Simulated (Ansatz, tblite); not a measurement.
Removing an electron: ZnTe₂⁻. Charge -1, multiplicity 2. Geometry: r2SCAN-D4/def2-TZVPD. Ansatz, gas phase; energy differences of separate SCF runs; the oxidised species is a triplet (the singlet lies 1.01 eV higher at PBE0-D4/def2-TZVPD).

```xyz
3

Zn   -0.0002   -0.0039    0.0005
Te   -2.0949   -0.0780   -1.2378
Te    2.0951    0.0819    1.2373
```

In the def2 sets Te takes a core potential; there is no spin–orbit coupling. The xTB rows come from tblite. HOMO above LUMO, or a gap near zero within one spin, warns that the state may not be the lowest or that an electron is smeared out. The structure comes from a short search, and lower isomers may exist.

| level | −HOMO (eV) | vertical IE (eV) | −LUMO (eV) | HOMO–LUMO gap (eV) |
| --- | --- | --- | --- | --- |
| GFN1-xTB | – | 6.77 | – | – |
| r2SCAN-D4/def2-TZVPD | 1.04 | 3.13 | 0.78 | 0.26 |
| PBE0-D4/def2-TZVPD | 1.65 | 3.07 | 0.35 | 1.30 |

Estimate the rows for GFN2-xTB, PBE-D4/def2-TZVPD.


| level | −HOMO (eV) | vertical IE (eV) | −LUMO (eV) | HOMO–LUMO gap (eV) | remarks |
| --- | --- | --- | --- | --- | --- |
| GFN2-xTB | – | 5.38 | – | – | – |
| PBE-D4/def2-TZVPD | 0.83 | 3.06 | 0.81 | 0.02 | gap within one spin near zero (-1 doublet) |

  HOMO and LUMO are the levels of the spin that leaves or enters (xTB has no such levels and no spin-polarisation term). Other spin states of the ions may lie lower, which would lower the ionisation energy or raise the affinity. Raw xTB energy differences between charge states are shifted by several eV; the methods need an empirical correction for them.
